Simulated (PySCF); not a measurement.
A calculated (PBE0, PySCF 2.14, pcseg-2, no relativity, point nucleus) atom or ion has these occupied shells.

| shell | electrons | orbital energy (eV) | rms radius, mean of both spins (bohr) |
| --- | --- | --- | --- |
| 1s α | 1 | -2126.3 | 0.121 |
| 1s β | 1 | -2126.1 | 0.121 |
| 2s α | 1 | -204.77 | 0.567 |
| 2s β | 1 | -204.59 | 0.567 |
| 2p α | 3 | -154.05 | 0.542 |
| 2p β | 3 | -153.77 | 0.542 |
| 3s α | 1 | -35.891 | 1.88 |
| 3s β | 1 | -34.381 | 1.88 |
| 3p α | 1 | -26.351 | 2.12 |

(1) Name the element and its charge.

Results:

(1) P(2+) (phosphorus, charge +2), in [Ne] 3s2 3p1, 2P determinant.
